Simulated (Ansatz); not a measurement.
Harmonic frequencies (cm⁻¹) at PBE0-D4/def2-TZVP from Ansatz: 33, 50, 65, 196, 237, 245, 336, 369, 462, 523, 534, 547, 576, 682, 860, 968, 1013, 1086, 1206, 1208, 1285, 1327, 1407, 1441, 1488, 3091, 3152.

Each molecule was computed in one conformer, which needn't be the lowest.

(1) Which molecule is it?
A. `FC(F)(F)COB(Cl)Cl`
B. `CCOBF`
C. `C[B](F)[GeH3]`
D. `NB(N)O[SiH3]`

Answers

(1) A.
